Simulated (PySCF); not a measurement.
Si(F)2(SiH3)2 (F2H6Si3), SMILES F[Si](F)([SiH3])[SiH3]. Geometry optimised at PBE-D3(BJ)/def2-SVP.

Computed equilibrium geometry at PBE-D3(BJ)/def2-SVP (PySCF confirms it by a frequency run) as Cartesian coordinates in Å, and its point group:
point group C2v.
```xyz
11

F      0.0000     1.3155    -1.3734
Si     0.0000     0.0000    -0.3897
F      0.0000    -1.3155    -1.3734
Si     2.0099     0.0000     0.8394
Si    -2.0099     0.0000     0.8394
H      2.0533    -1.2248     1.7128
H      2.0533     1.2248     1.7128
H      3.1931     0.0000    -0.0886
H     -3.1931     0.0000    -0.0886
H     -2.0533    -1.2248     1.7128
H     -2.0533     1.2248     1.7128
```
Charge 0, spin multiplicity 1.
